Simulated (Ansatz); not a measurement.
Basis sets compared for the cluster Li₃Se⁺ (the lowest singlet isomer of a short search). The state is a singlet with charge 1. Geometry r2SCAN-D4/def2-TZVP. Ansatz on 4 threads of Arm Neoverse V2 on a shared host; times are rough, and most runs start from earlier orbitals.

Cartesian coordinates in Å:
```
Li 0.2994 0.1358 2.2707
Li 0.0709 1.9023 -1.2804
Li -0.3580 -2.0388 -0.9916
Se -0.0123 0.0007 0.0013
```

The structure comes from a short search, and lower isomers may exist.

```json
{"level": "PBE-D4/def2-SVP", "functions": "59", "energy (Eh)": "-2423.3230", "HOMO (eV)": "-8.07", "LUMO (eV)": "-4.94", "wall time": "0.4 s"}
{"level": "PBE0-D4/def2-SVP", "functions": "59", "energy (Eh)": "-2423.4190", "HOMO (eV)": "-9.05", "LUMO (eV)": "-4.36", "wall time": "0.55 s"}
```

Question: Estimate the rows for PBE-D4/def2-TZVP, PBE0-D4/def2-TZVP.

Answer: 
```
            level  functions  energy (Eh)  HOMO (eV)  LUMO (eV)  wall time
 PBE-D4/def2-TZVP         90   -2423.6314      -8.22      -5.00      0.5 s
PBE0-D4/def2-TZVP         90   -2423.7256      -9.19      -4.43      0.8 s
```
